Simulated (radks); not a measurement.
Br5+, configuration [Ar] 3d10 4s2 (the NIST ground configuration). Calculated with a radial shooting solver on a logarithmic mesh with Libxc functionals: Dirac Kohn-Sham, PBEsol, spin-unpolarised, spherical densities, point nucleus.

Unscreened Slater integrals over Kohn-Sham orbitals (hartree). Large and small components are both included.

integral,value
"F0(4s1/2,4s1/2)",0.61372
"F0(4s1/2,3d5/2)",0.77354
"G2(4s1/2,3d5/2)",0.074215
"F0(4s1/2,3d3/2)",0.77419
"G2(4s1/2,3d3/2)",0.073436
"F0(4s1/2,3p3/2)",0.77653
"G1(4s1/2,3p3/2)",0.060550
"F0(3d5/2,3d5/2)",1.5680
"F2(3d5/2,3d5/2)",0.75170
"F4(3d5/2,3d5/2)",0.47306
"F0(3d5/2,3d3/2)",1.5732
"F2(3d5/2,3d3/2)",0.75388
"G2(3d5/2,3d3/2)",0.75231
"G4(3d5/2,3d3/2)",0.47344
"F0(3d5/2,3p3/2)",1.5732
"F2(3d5/2,3p3/2)",0.75538
"G1(3d5/2,3p3/2)",0.91064
"G3(3d5/2,3p3/2)",0.56556
"F0(3d3/2,3d3/2)",1.5784
"F2(3d3/2,3d3/2)",0.75612
"F0(3d3/2,3p3/2)",1.5781
"F2(3d3/2,3p3/2)",0.75684
"G1(3d3/2,3p3/2)",0.91073
"G3(3d3/2,3p3/2)",0.56574
"F0(3p3/2,3p3/2)",1.5943
"F2(3p3/2,3p3/2)",0.79922
